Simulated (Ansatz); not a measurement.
Ideal-gas functions of CH6BSb (`C[BH][SbH2]`) at 600 K and 1 bar, from an Ansatz frequency run at PBE0-D4/def2-TZVP.

Molar mass 150.63 g/mol, point group C1 (symmetry number 1), electronic degeneracy 1, moments of inertia 18.222, 194.873, 204.804 u Å². Harmonic wavenumbers (cm⁻¹, unscaled): 89, 153, 199, 398, 468, 563, 622, 806, 828, 856, 1040, 1110, 1306, 1426, 1456, 1970, 1982, 2603, 3006, 3078, 3134.

Use S(trans) = R[1.5 ln M + 2.5 ln T − 1.1517]; rotational temperatures θ = 24.2544 K / I; S(rot) = R[ln(√π/σ · √(T³/θAθBθC)) + 1.5]; for each mode x = 1.438777 ν̃/T, S = R[x/(eˣ − 1) − ln(1 − e⁻ˣ)] and H = RT x/(eˣ − 1); 1 cm⁻¹ = 0.0119627 kJ/mol; R = 8.31446 J/(mol·K).

**Question.** By hand: the entropy, in J/(mol·K).

**Answer.** Translation 185.9. Rotation: θ = 1.3311, 0.1245, 0.1184 K, giving 113.4. Vibration, mode by mode: 21.17, 16.70, 14.54, 9.01, 7.78, 6.42, 5.72, 4.02, 3.86, 3.66, 2.58, 2.26, 1.56, 1.24, 1.17, 0.43, 0.42, 0.12, 0.05, 0.04, 0.04, in all 102.8. Electronic 0.0. Sum 402.1 J/(mol·K).

**Question.** By hand: H − E and G − E in kJ/mol, counted from the electronic energy.

**Answer.** Zero-point energy ½ × 27093 × 0.0119627 = 162.1; thermal vibration 31.9; translation, rotation and pV give 4 RT = 20.0. H − E = 214.0 kJ/mol, and G − E = 214.0 − 600 × 402.1/1000 = -27.3 kJ/mol.

Vibration gives 26 % of the entropy, 21.2 J/(mol·K) of it from the mode under 150 cm⁻¹: soft modes count most, and the harmonic formula is weakest for them. The sum counts one conformer and one mirror image; others add a mixing term.
